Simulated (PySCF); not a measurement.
Job file and geometry (Å, from GFN2-xTB) of an NMR shielding run on `CC(C)[As](C)C`, C5H13As, GIAO PBE0/pcSseg-1 NMR shielding, non-relativistic, gas phase in PySCF 2.14.0, density-fitted response routines; density fitting, a coarse starting grid and PySCF grid level 2 are the driver's defaults:

```
{"job": {"kind": "nmr", "xc": "PBE0", "basis": "pcSseg-1"}, "charge": 0, "multiplicity": 1}
C      1.698531     0.695409    -0.994222
C      0.851048    -0.056744     0.024630
C      1.513845    -1.381732     0.381304
As    -0.996137    -0.368169    -0.693339
C     -1.610536     1.506180    -0.592813
C     -1.823407    -0.926415     1.011010
H      1.255837     1.663188    -1.229158
H      1.775258     0.119071    -1.916961
H      2.705876     0.864884    -0.612208
H      0.765017     0.552852     0.933365
H      2.521629    -1.221050     0.765941
H      1.582632    -2.016907    -0.502675
H      0.939588    -1.911201     1.141322
H     -2.697960     1.536283    -0.653745
H     -1.215536     2.092122    -1.421002
H     -1.300843     1.966827     0.344596
H     -1.568915    -1.957703     1.249462
H     -2.907902    -0.862434     0.927716
H     -1.497831    -0.285210     1.829316
```

Task: Write the output of this run.

Result: 
```
coarse grid: 65368 points
cycle   1  E = -2433.3810831978  dE = -6.170e-01  |g| = 8.208e-01  |ddm| = 3.800e+00
cycle   2  E = -2433.3580334537  dE =  2.305e-02  |g| = 7.578e-01  |ddm| = 9.536e-01
cycle   3  E = -2433.4510185865  dE = -9.299e-02  |g| = 1.225e-01  |ddm| = 6.502e-01
cycle   4  E = -2433.4543970694  dE = -3.378e-03  |g| = 3.571e-02  |ddm| = 1.718e-01
cycle   5  E = -2433.4547265262  dE = -3.295e-04  |g| = 7.663e-03  |ddm| = 3.952e-02
cycle   6  E = -2433.4547406008  dE = -1.407e-05  |g| = 1.882e-03  |ddm| = 8.494e-03
cycle   7  E = -2433.4547414877  dE = -8.869e-07  |g| = 6.726e-04  |ddm| = 2.557e-03
final grid: 138952 points
cycle   8  E = -2433.4547315038  dE = -1.445e-07  |g| = 7.841e-04  |ddm| = 3.088e-03
cycle   9  E = -2433.4547313760  dE =  1.277e-07  |g| = 1.034e-03  |ddm| = 1.630e-03
cycle  10  E = -2433.4547316558  dE = -2.798e-07  |g| = 1.002e-04  |ddm| = 9.968e-04
cycle  11  E = -2433.4547316580  dE = -2.211e-09  |g| = 9.823e-06  |ddm| = 8.151e-05
cycle  12  E = -2433.4547316581  dE = -2.319e-11  |g| = 4.298e-06  |ddm| = 1.615e-05
converged SCF energy = -2433.4547316581

GIAO shielding tensors (ppm)
atom      isotropic    diamagn.    paramagn.     s11        s22        s33       span
  0 C      164.300     247.703     -83.404    150.087    156.413    186.398     36.311
  1 C      144.845     247.587    -102.742    125.021    143.772    165.742     40.721
  2 C      164.305     247.712     -83.407    150.106    156.416    186.394     36.287
  3 As    1414.300    2875.225   -1460.925   1340.551   1377.980   1524.369    183.817
  4 C      172.935     249.857     -76.922    163.349    163.946    191.510     28.161
  5 C      172.953     249.875     -76.923    163.432    163.944    191.482     28.050
  6 H       30.309      31.530      -1.222     24.135     30.404     36.387     12.252
  7 H       30.753      30.912      -0.159     26.788     28.838     36.633      9.845
  8 H       30.459      30.013       0.446     25.931     27.332     38.113     12.182
  9 H       30.479      34.222      -3.743     27.922     29.035     34.480      6.558
 10 H       30.461      30.018       0.443     25.933     27.337     38.113     12.180
 11 H       30.753      30.918      -0.165     26.782     28.846     36.632      9.850
 12 H       30.308      31.539      -1.231     24.134     30.409     36.382     12.249
 13 H       30.844      30.062       0.782     25.618     27.576     39.337     13.720
 14 H       30.551      30.778      -0.227     25.144     27.991     38.519     13.375
 15 H       30.964      32.004      -1.040     26.490     28.699     37.704     11.213
 16 H       30.555      30.789      -0.234     25.145     28.001     38.518     13.373
 17 H       30.843      30.063       0.779     25.617     27.572     39.339     13.722
 18 H       30.966      32.013      -1.046     26.496     28.699     37.704     11.208
```

Relativistic effects, spin–orbit coupling among them, are left out; they matter for As and for the light atoms bonded to it.

Size and cost of the density-fitted run: 191 basis functions, 32 s wall time on 1 thread of an x86-64 server CPU, shared host.
